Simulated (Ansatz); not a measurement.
Mg₃S₄⁻. Charge -1, multiplicity 2. Geometry B3LYP-D4/def2-SVPD, basis def2-TZVPD, Ansatz.

Cartesian coordinates in Å:
```
Mg 0.834 1.985 -2.323
Mg -0.290 0.867 0.816
Mg 0.620 -1.773 -1.713
S 0.108 2.900 -0.270
S -0.493 -2.203 1.345
S 1.177 -0.893 1.645
S -1.956 -0.883 0.501
```

```
run  HOMO (eV)  LUMO (eV)
  A      -3.37       3.02
  B      -0.80      -0.14
  C      -1.51       0.60
  D      -1.00       0.39
  E      -0.81       0.02
```

Another isomer (doublet) lies 2.48 eV lower at PBE0-D4/def2-TZVPD; other spin states weren't run for this one.

HOMO and LUMO are taken over both spins.

Task: The runs used B97M-V, HF, PBE, PBE0, r2SCAN. Estimate which is which.

Result: A HF (100 % exact exchange); B B97M-V (0 % exact exchange); C PBE0 (25 % exact exchange); D r2SCAN (0 % exact exchange); E PBE (0 % exact exchange). Exact exchange lowers occupied and raises empty levels; among semilocal functionals meta-GGAs tend to open the gap a little, and such runs are hard to tell apart. The gap grows from 0.67 eV (B97M-V) to 6.38 eV (HF). At HF/def2-TZVPD the charge -1 doublet is spin-contaminated (final ⟨S²⟩ up to 1.01, 0.75 for a pure state).
